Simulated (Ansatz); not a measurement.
A made-up structure of C$_{2}$H$_{2}$Zn, singlet:

```csv
atom,x (Å),y (Å),z (Å)
C1,-1.6574,-0.5908,-0.0411
C2,-0.3798,-0.1383,-0.0081
Zn3,1.6048,0.5705,0.0405
H4,-2.7830,-0.9890,-0.0704
H5,3.2154,1.1476,0.0791
```

It is relaxed with PBE-D4/def2-SVP and then PBE0-D4/def2-TZVP (Ansatz 0.2.0). Atoms count as bonded within 1.22 times the sum of their covalent radii (H–H: 0.88 Å). The end point is not checked to be a true minimum.

Task: Does its bonding change? (Judge from chemistry; the calculation decides.)

Result: By the calculation: No: no bond forms or breaks.

Where it ends: The first stage lowers the energy by 1.23 eV in 5 steps. It ends as C₂H₂Zn ([CH][C][ZnH]):
C1  (-1.480, -0.527, -0.037)
C2  (-0.340, -0.122, -0.008)
Zn3  (1.433, 0.510, 0.036)
H4  (-2.484, -0.884, -0.062)
H5  (2.871, 1.024, 0.071)
(Å)

Labels in which every atom is bracketed show which atoms are joined, not bond orders.

For scale, one of the runs: PBE0-D4/def2-TZVP relaxation, 122 basis functions, launched by `ansatz run in.yaml --threads 2 --pin off --events-out ev --progress --plain --max-ram 4352MiB`. The run took about 6 s on 2 CPU threads of an Intel Xeon 6975P-C (shared host).
